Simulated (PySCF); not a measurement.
Correlation energy of Rb⁺ (rubidium, charge +1)

[Kr], closed-shell 1S. Calculation: PySCF 2.14, in jorge-DZP-DKH (8s6p2d, 36 functions); scalar relativity by spin-free X2C-1e. Frozen: [Ar] 3d10 4s2; 6 electrons correlated.

Total MP2 correlation energy: -67.04 mhartree.

Same-spin part -20.66 and opposite-spin part -46.38 mhartree; SCS-MP2 scales them by 1/3 and 6/5 to -62.55 mhartree.

```
  level  correlation energy (mhartree)
   CCSD                         -74.53
    (T)                          -0.03
CCSD(T)                         -74.56
```

Diagnostics: T1 = 0.00016, D1 = 0.0002, largest double amplitude 0.044.

Cost of the coupled-cluster step: 0.04 s of wall time on 1 thread of Intel(R) Xeon(R) 6975P-C (shared host), for 6 correlated electrons.

Iterations:

```
CC2 = 0
CCSD nocc = 3, nmo = 21
frozen orbitals [0, 1, 2, 3, 4, 5, 6, 7, 8, 9, 10, 11, 12, 13, 14]
max_cycle = 100
direct = 0
conv_tol = 1e-08
conv_tol_normt = 1e-06
diis_space = 8
diis_start_cycle = 0
Init t2, MP2 energy = -2978.76912271252  E_corr(MP2) -0.0670413743472745
Init E_corr(CCSD) = -0.0670413743472771
cycle = 1  E_corr(CCSD) = -0.0736038170594455  dE = -0.00656244271  norm(t1,t2) = 0.0154469
cycle = 2  E_corr(CCSD) = -0.0743565247954827  dE = -0.000752707736  norm(t1,t2) = 0.00311347
cycle = 3  E_corr(CCSD) = -0.0745354976810906  dE = -0.000178972886  norm(t1,t2) = 0.000850363
cycle = 4  E_corr(CCSD) = -0.0745337534195293  dE = 1.74426156e-06  norm(t1,t2) = 4.60396e-05
cycle = 5  E_corr(CCSD) = -0.0745339267231839  dE = -1.73303655e-07  norm(t1,t2) = 2.51538e-06
cycle = 6  E_corr(CCSD) = -0.074533949762151  dE = -2.30389671e-08  norm(t1,t2) = 3.53614e-07
cycle = 7  E_corr(CCSD) = -0.0745339499360426  dE = -1.73891623e-10  norm(t1,t2) = 1.97909e-08
CCSD converged
E(CCSD) = -2978.776615288108  E_corr = -0.07453394993604265
CCSD(T) correction = -3.29250910176371e-05
```
